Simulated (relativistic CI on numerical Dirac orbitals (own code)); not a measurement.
Zr³⁺ (4d) in a crystal field

Calculated by Dirac-Coulomb-Breit CI, separate exchange-only KLI orbitals for each configuration, QED by a radiative potential, one configuration in a parametric crystal field, unscaled Slater integrals (own radial code).

Field parameters in Wybourne normalisation: Td as Oh with Dq negative (B⁴₀ = 21Dq, B⁴₄ = √(5/14) B⁴₀). The field is a parameter set, without covalency.

S and J are read from ⟨S²⟩ = S(S + 1) and ⟨J²⟩ = J(J + 1) of each level; they are not fictitious spins.

Td, 10Dq = -2650 cm⁻¹, the lowest 3 levels:

| E (cm⁻¹) | Degeneracy | Irrep | S | J |
| --- | --- | --- | --- | --- |
| 0.0 | 4 | Γ8 | 0.50 | 1.94 |
| 2661 | 4 | Γ8 | 0.50 | 2.15 |
| 3212 | 2 | Γ7 | 0.50 | 2.50 |

Td, 10Dq = -19650 cm⁻¹, the lowest 3 levels:

```json
{"E (cm⁻¹)": "0.0", "Degeneracy": "4", "Irrep": "Γ8", "S": "0.50", "J": "2.12"}
{"E (cm⁻¹)": "19458", "Degeneracy": "4", "Irrep": "Γ8", "S": "0.50", "J": "1.98"}
{"E (cm⁻¹)": "20110", "Degeneracy": "2", "Irrep": "Γ7", "S": "0.50", "J": "2.50"}
```

Td, 10Dq = -17550 cm⁻¹, the lowest 3 levels:

| E (cm⁻¹) | Degeneracy | Irrep | S | J |
| --- | --- | --- | --- | --- |
| 0.0 | 4 | Γ8 | 0.50 | 2.12 |
| 17362 | 4 | Γ8 | 0.50 | 1.98 |
| 18012 | 2 | Γ7 | 0.50 | 2.50 |

The free-ion ground term has S = 1/2. Every field shown keeps that spin.

Levels of this model without a field, named by their leading LS term: ²D3/2 0, ²D5/2 1113 cm⁻¹.
